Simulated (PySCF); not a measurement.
C₂H₇GeN, neutral, multiplicity 1. Atoms are numbered in the order given.

```xyz
11

Ge     0.0386     1.0566     0.0000
H     -1.5581     1.1915     0.0000
N     -0.0128    -0.7720     0.0000
C      1.2213    -1.5236     0.0000
C     -1.1830    -1.6168     0.0000
H      1.2966    -2.1764    -0.8900
H      1.2966    -2.1764     0.8900
H      2.0869    -0.8449     0.0000
H     -1.2009    -2.2755     0.8893
H     -1.2009    -2.2755    -0.8893
H     -2.0958    -1.0082     0.0000
```

Geometry optimised at PBE0-D3(BJ)/def2-SVP. The structure was generated by enumeration; whether it is a known compound was not checked.

The numbers are results of PBE/def2-TZVP in PySCF, not measurements.

Isolated molecule, no solvent.

```json
{
 "total_energy": "-2211.71383 hartree",
 "point_group": "Cs",
 "highest_occupied_level": "-5.35 eV",
 "lowest_empty_level": "-2.36 eV",
 "orbital_gap": "2.99 eV",
 "dipole_moment": "1.81 D",
 "quadrupole, principal values (traceless, Buckingham form, about the centre of nuclear charge)": "-1.59, 0.64, 0.95 D·Å",
 "mean_static_polarisability": "71.1 bohr³ (10.54 Å³)",
 "polarisability_principal_values": "52.0, 71.4, 90.0 bohr³"
}
```
